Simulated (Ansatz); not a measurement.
Geometry optimisation, Ansatz, RKS CAM-B3LYP/6-31G.

Input file:

```yaml
crystal:
  periodic: [false, false, false]
  atoms:
    - { symbol: B, position_ang: [1.1147, 1.2771, -0.0647] }
    - { symbol: C, position_ang: [-0.1878, 0.5136, -0.6491] }
    - { symbol: Cl, position_ang: [0.03745, -1.26115, -0.49912] }
    - { symbol: O, position_ang: [-1.25558, 0.90933, 0.19354] }
    - { symbol: C, position_ang: [-2.00538, 1.93866, -0.47389] }
    - { symbol: H, position_ang: [1.9895, 0.762, 0.3829] }
    - { symbol: H, position_ang: [1.0923, 2.5055, -0.0886] }
    - { symbol: H, position_ang: [-0.27482, 0.72258, -1.70937] }
    - { symbol: H, position_ang: [-2.45143, 1.65224, -1.45022] }
    - { symbol: H, position_ang: [-1.33217, 2.84974, -0.67594] }
    - { symbol: H, position_ang: [-2.81545, 2.30384, 0.17939] }
basis:
  gaussian: { orbitals: "6-31G" }
hamiltonian:
  xc: cam_b3lyp
relax:
  f_tol: 0.015
  max_steps: 40
```

Run as:

```bash
$ ansatz run input.yaml --threads 1 --pin off --max-ram 2048MiB --backend cpu --events-out ev --progress --plain --runs-dir out
```

Where does it end, and by what steps?

The run converged. Limits of this set-up: no polarisation functions. After 29 steps the energy has fallen by 1.032 eV; H7 moved furthest, 1.86 Å. Parted: C2–Cl3. Joined: B1–Cl3.

```json
{"step": "0", "energy less start (eV)": "0.0000", "largest force component (eV/Å)": "2.810", "accepted": "yes"}
{"step": "2", "energy less start (eV)": "-0.4228", "largest force component (eV/Å)": "0.264", "accepted": "yes"}
{"step": "4", "energy less start (eV)": "-0.4757", "largest force component (eV/Å)": "0.682", "accepted": "yes"}
{"step": "6", "energy less start (eV)": "-0.5588", "largest force component (eV/Å)": "0.327", "accepted": "yes"}
{"step": "8", "energy less start (eV)": "-0.5942", "largest force component (eV/Å)": "0.351", "accepted": "yes"}
{"step": "10", "energy less start (eV)": "-0.6256", "largest force component (eV/Å)": "0.477", "accepted": "yes"}
{"step": "12", "energy less start (eV)": "-0.6913", "largest force component (eV/Å)": "0.554", "accepted": "yes"}
{"step": "14", "energy less start (eV)": "-0.7923", "largest force component (eV/Å)": "0.409", "accepted": "yes"}
{"step": "16", "energy less start (eV)": "-0.9313", "largest force component (eV/Å)": "0.391", "accepted": "yes"}
{"step": "18", "energy less start (eV)": "-0.9623", "largest force component (eV/Å)": "1.466", "accepted": "no"}
{"step": "20", "energy less start (eV)": "-1.0274", "largest force component (eV/Å)": "0.113", "accepted": "yes"}
{"step": "22", "energy less start (eV)": "-1.0300", "largest force component (eV/Å)": "0.159", "accepted": "yes"}
{"step": "24", "energy less start (eV)": "-1.0313", "largest force component (eV/Å)": "0.053", "accepted": "yes"}
{"step": "26", "energy less start (eV)": "-1.0316", "largest force component (eV/Å)": "0.026", "accepted": "yes"}
{"step": "28", "energy less start (eV)": "-1.0318", "largest force component (eV/Å)": "0.017", "accepted": "yes"}
{"step": "29", "energy less start (eV)": "-1.0318", "largest force component (eV/Å)": "0.009", "accepted": "yes"}
```

```xyz
11
Properties=species:S:1:pos:R:3
B 1.341 0.899 -0.031
C -0.003 1.453 -0.601
Cl 0.551 -0.783 -1.019
O -1.070 1.608 0.146
C -2.390 1.814 -0.457
H 1.375 0.668 1.134
H 2.328 1.213 -0.618
H -0.124 1.726 -1.654
H -2.872 0.840 -0.533
H -2.287 2.273 -1.444
H -2.936 2.463 0.222
```

Whether the end is a true minimum wasn't checked by a vibrational analysis.

Time of the run: 2.2 min on 1 thread of Arm Neoverse V1, with other jobs on the host, peak memory 0.17 GiB.
